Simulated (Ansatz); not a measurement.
CH8GeSSi can be A, `C[S][GeH2][SiH3]`, or B, `[CH3][GeH]([SiH3])[SH]`.

Program: Ansatz. Geometries: PBE0-D4/def2-TZVP. ΔE: electronic, gas phase. CCSD(T)/CBS is the MP2 limit (def2-TZVPP, def2-QZVPP) plus CCSD(T) − MP2 in def2-TZVPP, frozen cores. DFT in def2-TZVPP. B3LYP here is the variant with VWN-RPA as its local correlation; programs differ in this. For Ge outer-core shells are correlated without core-valence functions, which leaves a few kJ/mol of doubt a bond. Scalar relativity is left out up to krypton. One conformer a species, not always the lowest.

(1) Which is lower in electronic energy at CCSD(T)/CBS, and by how much? (An estimate is asked.)

(2) Give E(B) − E(A) in kcal/mol with PBE0-D4, CCSD/def2-TZVPP, HF/def2-TZVPP, ωB97M-V, B2PLYP, B3LYP-D4, r2SCAN-D4. (An estimate is asked.)

Largest T1 diagnostic: 0.011.

Answers

(1) Computed: B, by 11.4 kcal/mol.

(2) Computed: PBE0-D4 -10.7, CCSD/def2-TZVPP -12.3, HF/def2-TZVPP -11.1, ωB97M-V -11.2, B2PLYP -11.4, B3LYP-D4 -10.6, r2SCAN-D4 -11.1. None reverses the order clearly.

In def2-TZVPP, CCSD(T) changes the Hartree–Fock value by −1.0 kcal/mol (the triples alone add +0.1 kcal/mol) and MP2 by −1.5 kcal/mol.
